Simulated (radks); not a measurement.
Spin polarisation of the 5p2 shell in Sb+. Start: [Kr] 4d10 5s2 5p(up 1, down 1); electrons of 5p are moved from spin down to spin up, other shells keep equal spins. Method: scalar-relativistic Kohn-Sham, SCAN, spin-polarised, spherical densities, finite nucleus; meta-GGA in the generalised Kohn-Sham scheme; Fermi nuclear charge, rms radius of each element as measured or else 0.836 A^(1/3) + 0.57 fm; computed with a radial shooting solver on a logarithmic mesh with Libxc functionals.

| moment (Bohr magnetons) | E - E(0) (eV) | e(5p up) (eV) | e(5p down) (eV) | 5s down minus up (eV) | 4d down minus up (eV) |
|---|---|---|---|---|---|
| 0 | 0.000 | -12.080 | -12.080 | 0.000 | 0.000 |
| 0.5 | -0.074 | -12.350 | -11.793 | 0.637 | 0.049 |
| 1 | -0.271 | -12.568 | -11.545 | 1.074 | 0.114 |
| 1.5 | -0.587 | -12.757 | -11.233 | 1.510 | 0.180 |

At moment 1.5 the spin-polarisation energy is -0.587 eV and the 5p exchange splitting 1.524 eV, that is 1.016 eV per Bohr magneton; E = -I m^2/4 would give I = 1.043 eV.
